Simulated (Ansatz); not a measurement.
C2H6Bi, SMILES [CH3][Bi][CH3], multiplicity 2.

Coordinates come from a B3LYP-D3(BJ)/def2-SVP optimisation. The multiplicity is an assumed one; other spin states were not compared. The isomer is the one that the SMILES or the coordinates give; other isomers of the formula were not compared. The def2 effective core potentials stand for the cores of Bi; spin–orbit coupling is left out.

Two levels are set side by side: PBE/def2-SVPD (Ansatz, a quantum-chemistry and plane-wave program) and CAM-B3LYP/def2-SVPD (Ansatz). Energy differences of separate SCF runs at the same geometry; the states with an electron removed or added have multiplicity 1 and 1. Differences are taken from unrounded values.

| quantity | CAM-B3LYP | PBE | PBE minus CAM-B3LYP |
|---|---|---|---|
| vertical ionisation energy (eV) | 7.51 | 7.33 | -0.18 |
| vertical electron affinity (eV) | 0.60 | 0.50 | -0.10 |
